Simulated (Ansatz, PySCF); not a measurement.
Dimer: CH3F (SMILES CF) (first 5 atoms) with CH3Cl (SMILES CCl); geometry from B3LYP-D3(BJ)/def2-TZVP.
(charge 0, multiplicity 1):
```xyz
10

C     -0.57560    -0.12755    -0.26770
F      0.33471    -1.13373     0.06467
H     -1.44611    -0.59052    -0.73302
H     -0.86135     0.39415     0.64466
H     -0.09281     0.55700    -0.96554
C      0.70464    -0.91926     3.40705
Cl    -0.44957     0.45788     3.51959
H      0.77944    -1.21073     2.36484
H      1.66418    -0.58346     3.78800
H      0.31557    -1.73207     4.01248
```

Basis-set superposition error: the interaction energy with monomers in their own basis, and in the dimer's basis (counterpoise).

Codes used: Ansatz (Gaussian basis) for Hartree–Fock, density functionals and correlated methods; PySCF for 6-31G* rows. 

```json
[
 {"level": "BLYP/def2-TZVPPD", "uncorrected (kcal/mol)": "-0.69", "counterpoise (kcal/mol)": "-0.62", "difference": "0.07"},
 {"level": "revPBE/def2-TZVPPD", "uncorrected (kcal/mol)": "-0.34", "counterpoise (kcal/mol)": "-0.28", "difference": "0.06"},
 {"level": "B97M-V/def2-TZVPPD", "uncorrected (kcal/mol)": "-2.52", "counterpoise (kcal/mol)": "-2.48", "difference": "0.04"},
 {"level": "B3LYP/6-31G*", "uncorrected (kcal/mol)": "-3.48", "counterpoise (kcal/mol)": "-1.37", "difference": "2.11"},
 {"level": "PBE0/def2-TZVPPD", "uncorrected (kcal/mol)": "-1.78", "counterpoise (kcal/mol)": "-1.73", "difference": "0.05"},
 {"level": "BHLYP/def2-TZVPPD", "uncorrected (kcal/mol)": "-1.80", "counterpoise (kcal/mol)": "-1.75", "difference": "0.05"},
 {"level": "B2PLYP/def2-TZVPPD", "uncorrected (kcal/mol)": "-1.91", "counterpoise (kcal/mol)": "-1.72", "difference": "0.19"},
 {"level": "MP2/6-31G*", "uncorrected (kcal/mol)": "-3.75", "counterpoise (kcal/mol)": "-1.46", "difference": "2.29"},
 {"level": "CCSD/aug-cc-pV(D+d)Z", "uncorrected (kcal/mol)": "-3.01", "counterpoise (kcal/mol)": "-1.95", "difference": "1.06"},
 {"level": "CCSD(T)/aug-cc-pV(D+d)Z", "uncorrected (kcal/mol)": "-3.32", "counterpoise (kcal/mol)": "-2.16", "difference": "1.17"}
]
```

The error is largest for MP2/6-31G* (2.29 kcal/mol) and smallest for B97M-V/def2-TZVPPD (0.04 kcal/mol).

Ansatz is an electronic-structure program.
